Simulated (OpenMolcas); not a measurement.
# Pd5+: moving or changing the point charges

Pd5+ among 6 point charges of -1 e arranged as an octahedron (Oh), 1.84 Å from the ion.

- Program: OpenMolcas
- Method: CASSCF
- Basis: ANO-RCC-VDZP [6s5p3d1f]
- Scalar Hamiltonian: DKH2, point nucleus
- Active space: 5 electrons in 5 orbitals (4d)
- State averaging: 2S+1 = 6 even, 1 root; 2S+1 = 4 even, 24 roots; 2S+1 = 2 even, 75 roots
- Spin-orbit coupling: state interaction with AMFI integrals over the reference wave functions

Runs around this geometry, states (labels of O, the rotations of Oh). Energies in cm-1 above the lowest state or level, χT in cm3 K/mol; 10Dq and B are least-squares fits to the states below 45000 cm-1, weighted by degeneracy, with a free offset, and given where the rms deviation is under 5 % of |10Dq| (or 100 cm-1) and under 700 cm-1.

```json
{"R (Å)": "1.84", "q (e)": "-0.5", "Ground state": "6A1", "10Dq": "1797", "B (rms of fit)": "1085 (16)", "First gap with spin-orbit (degeneracies)": "0.1 (2, 4)", "χT at 300 K": "4.362", "First state of another spin": "4T1 32597"}
{"R (Å)": "1.68", "q (e)": "-1", "Ground state": "6A1", "10Dq": "5633", "B (rms of fit)": "1083 (46)", "First gap with spin-orbit (degeneracies)": "0.6 (2, 4)", "χT at 300 K": "4.360", "First state of another spin": "4T1 29895"}
{"R (Å)": "1.84", "q (e)": "-1", "Ground state": "6A1", "10Dq": "3626", "B (rms of fit)": "1085 (31)", "First gap with spin-orbit (degeneracies)": "0.3 (2, 4)", "χT at 300 K": "4.361", "First state of another spin": "4T1 31491"}
{"R (Å)": "2", "q (e)": "-1", "Ground state": "6A1", "10Dq": "2397", "B (rms of fit)": "1085 (22)", "First gap with spin-orbit (degeneracies)": "0.2 (2, 4)", "χT at 300 K": "4.361", "First state of another spin": "4T1 32297"}
```

Taking |10Dq| as R^-n, n = -ln(2397 / 5633) / ln(2 / 1.68) = 4.9 between the shortest and longest distance. The point-charge formula for a cubic d site gives n = 5.

Scaling the charges by -0.5 / -1 = 0.50 scales |10Dq| by 1797 / 3626 = 0.50; with fixed orbitals a first-order splitting would follow the charge.

Without dynamic correlation the repulsion within the d shell is too large (B by tens of per cent), so at a given field states of lower spin stand too high. Point charges give a weaker field than real ligands, and real ions of this kind are as a rule low spin; the high spin found here belongs to the model. This field is weak: 10Dq is about 1797 cm-1, while octahedral complexes of 4d ions of charge 3 and more, computed by the same method with explicit ligands, had a median near 25000 cm-1. Ground spin and moment need not be those of a real site (figures for R = 1.84, q = -0.5; the like holds for R = 1.68, q = -1, R = 1.84, q = -1, R = 2, q = -1). Point charges carry no covalency, so the field is a model and not that of real ligands. A group larger than the point group allows holds several states that coincide in this model. No measured value stands beside these numbers.
